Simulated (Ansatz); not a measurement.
Consider the redistribution: `[SiH3]C[CH2][GeH3]` + `C[CH2][Al]([NH2])[F]` → `C[CH2][Al]([F])[SiH3]` + `NC[CH2][GeH3]`.

Program: Ansatz. Geometries: PBE0-D4/def2-TZVP. ΔE: electronic, gas phase. CBS: MP2 limit from def2 TZ/QZ plus the TZ coupled-cluster correction, frozen cores. Functionals use def2-TZVPP. For Ge outer-core shells are correlated without core-valence functions, which leaves a few kJ/mol of doubt a bond. Scalar relativity is left out up to krypton. One conformer a species, not always the lowest.

```
             level  ΔE (eV)
         r2SCAN-D4     1.60
SCS-MP2/def2-TZVPP     1.69
     HF/def2-QZVPP     1.63
SCS-MP2/def2-QZVPP     1.72
```

**Question.** What does CCSD(T)/CBS give? (An estimate is asked.)

**Answer.** Computed: +1.62 eV. The listed levels differ from it by -0.02, 0.07, 0.01, 0.10 eV.

Largest T1 diagnostic among the species: 0.012.

From PBE to PBE0 (25 % exact exchange), in def2-TZVPP and without D4, ΔE moves by +0.05 eV. The D4 term adds +0.04 eV with B3LYP and +0.02 eV with PBE0; it sums over pairs of atoms, weighted by their polarisabilities, and B3LYP, whose exchange is more repulsive, gets the larger term.

B3LYP here is the variant with VWN-RPA as its local correlation; programs differ in this.
